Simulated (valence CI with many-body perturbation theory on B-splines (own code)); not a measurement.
Ba⁵⁰⁺: fill in the table

Method: configuration interaction combined with many-body perturbation theory (CI+MBPT): four valence electrons over a frozen Dirac-Fock core [He], a basis of 11 s, 11 p, 10 d, 8 f, 5 g, 2 h functions for each j, with the one-electron correlation potential Σ1 (screened to all orders), the two-electron term Σ2, the three-electron term Σ3, Breit, model QED; selected single and double excitations, second order for the rest, scaled by the run's own slope (own B-spline code, finite nucleus).

No measured spectrum was set against this ion. As an estimate, large intervals hold to a few tenths of a per cent, small ones and those within an open d or f shell to about a per cent. Among the levels kept, up to 910 cm⁻¹ of a level comes from second order outside the variational space, and about a tenth of that is noise between levels of different J, which matters for small intervals.

```
                     Level  E (eV)
        (2s^2 2p1/2^2) J=0     0.0
    (2s^2 2p1/2 2p3/2) J=1       ?
    (2s^2 2p1/2 2p3/2) J=2   408.9
    (2s 2p1/2^2 2p3/2) J=2   588.9
    (2s 2p1/2^2 2p3/2) J=1   652.2
        (2s^2 2p3/2^2) J=2       ?
        (2s^2 2p3/2^2) J=0       ?
(2s 2p1/2 2p3/2^2) J=2 [a]   964.1
    (2s 2p1/2 2p3/2^2) J=3  1000.3
    (2s 2p1/2 2p3/2^2) J=0  1039.6
(2s 2p1/2 2p3/2^2) J=1 [a]  1055.3
(2s 2p1/2 2p3/2^2) J=2 [b]  1065.5
(2s 2p1/2 2p3/2^2) J=1 [b]  1068.9
     (2p1/2^2 2p3/2^2) J=2  1275.8
     (2p1/2^2 2p3/2^2) J=0  1321.9
          (2s 2p3/2^3) J=2       ?
          (2s 2p3/2^3) J=1       ?
       (2p1/2 2p3/2^3) J=1  1678.5
       (2p1/2 2p3/2^3) J=2       ?
             (2p3/2^4) J=0  2121.2
```

Levels are named by their leading jj configuration (3d3/2^4 stands for four electrons in 3d with j = 3/2), which in mixed levels can hold well under half, so a name can repeat and another be missing. Letters in brackets count levels of one name in rising energy.

Question: The levels stand in rising order. What does the calculation give for the missing energies?

Answer: (2s^2 2p1/2 2p3/2) J=1 392.8; (2s^2 2p3/2^2) J=2 815.0; (2s^2 2p3/2^2) J=0 857.6; (2s 2p3/2^3) J=2 1432.2; (2s 2p3/2^3) J=1 1492.1; (2p1/2 2p3/2^3) J=2 1695.2.
